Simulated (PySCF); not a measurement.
CH6GeOSi, SMILES C[O][Ge][SiH3] (connectivity only; charge and spin as stated), neutral, multiplicity 1. Geometry optimised at PBE-D3(BJ)/def2-SVP. The structure was generated by enumeration; whether it is a known compound was not checked. Other conformers were not sampled.

Calculation: PBE-D3(BJ)/def2-SVP (PySCF).

Harmonic wavenumbers (cm⁻¹): 88, 98, 137, 159, 259, 285, 323, 420, 562, 805, 892, 905, 1084, 1120, 1135, 1402, 1405, 1415, 2102, 2118, 2133, 2917, 3004, 3020. Rotational constants (GHz): 3.857, 2.670, 1.624; symmetry number 1.

Q: Work out the zero-point energy and the ideal-gas rigid-rotor harmonic-oscillator thermochemistry at 298.15 K and 1 atm.

A: ZPE = ½ Σ hcν = ½ × 27789 cm⁻¹ = 166.21 kJ/mol. H − E(el) = 188.86 kJ/mol. Entropy in J/(mol K): translation 169.90, rotation 114.45, vibration 80.32, total 364.67. G − E(el) = 80.13 kJ/mol. Cp = 109.09 J/(mol K). Modes under 150 cm⁻¹ make the vibrational entropy uncertain.
